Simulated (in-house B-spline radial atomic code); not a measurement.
Successive ionisation energies of potassium; each step leads to the configuration of the next row (after the last: bare). NIST's values go from ground level to ground level; the uncertainty of those that are theory runs from under 0.1 % in few-electron ions to several per cent in heavy many-electron ones. Computed with a radial B-spline atomic code at the basis-set limit: non-relativistic Hartree-Fock, average of the configuration, point nuclei.

```
 ion  configuration  ionisation energy (eV)  tabulated value (eV)    tabulated kind  computed minus tabulated (eV)  highest orbital  largest mean radius (bohr)
   K       [Ar] 4s1                     4.0              4.340664          measured                              0               4s                      5.2437
  K+   [Ne] 3s2 3p6                    30.6                31.625          measured                             -1               3p                      1.4313
 K2+   [Ne] 3s2 3p5                    45.6               45.8031    semi-empirical                              0               3p                      1.3611
 K3+   [Ne] 3s2 3p4                    61.7                60.917    semi-empirical                              1               3p                      1.3018
 K4+   [Ne] 3s2 3p3                    79.0                 82.66    semi-empirical                             -4               3p                        1.25
 K5+   [Ne] 3s2 3p2                       ?                     ?    semi-empirical                              ?                ?                           ?
 K6+   [Ne] 3s2 3p1                   116.6                117.56          measured                             -1               3p                      1.1621
 K7+       [Ne] 3s2                   152.1                154.87    semi-empirical                             -3               3s                      1.0975
 K8+       [Ne] 3s1                   174.6              175.8174    semi-empirical                             -1               3s                      1.0689
 K9+   [He] 2s2 2p6                   502.6                503.67    semi-empirical                             -1               2p                     0.38241
K10+   [He] 2s2 2p5                   567.9                 565.6    semi-empirical                              2               2p                     0.37544
K11+   [He] 2s2 2p4                   636.2                 631.1    semi-empirical                              5               2p                     0.36868
K12+   [He] 2s2 2p3                       ?                     ?    semi-empirical                              ?                ?                           ?
K13+   [He] 2s2 2p2                   781.3                 786.3    semi-empirical                             -5               2p                     0.35577
K14+   [He] 2s2 2p1                   858.2                860.92    semi-empirical                             -3               2p                     0.34961
K15+       [He] 2s2                   956.9                 967.7    semi-empirical                            -11               2s                     0.34364
K16+       [He] 2s1                  1028.9              1034.542  tabulated theory                             -6               2s                     0.33819
K17+            1s2                       ?                     ?  tabulated theory                              ?                ?                           ?
K18+            1s1                  4911.7               4934.05  tabulated theory                            -22               1s                    0.078947
```

Fill in the row of K5+.

ionisation energy (eV): 97.3; tabulated value (eV): 99.44; computed minus tabulated (eV): -2; highest orbital: 3p; largest mean radius (bohr): 1.2038.

Fill in the row of K12+.

ionisation energy (eV): 707.3; tabulated value (eV): 714.7; computed minus tabulated (eV): -7; highest orbital: 2p; largest mean radius (bohr): 0.36213.

Fill in the row of K17+.

ionisation energy (eV): 4591.5; tabulated value (eV): 4610.807; computed minus tabulated (eV): -19; highest orbital: 1s; largest mean radius (bohr): 0.080539.

Where is the largest jump?

From K to K+, by a factor of 7.65 (4.0057 to 30.639 eV); the highest orbital goes from 4s to 3p.

How far is this level of theory from the measured and semi-empirical values?

Over those 16 rows the differences run from -10.8 to +5.06 eV (mean absolute value 3 eV). The calculation leaves out relativity, correlation and, in open shells, the multiplet splittings that an average leaves out.
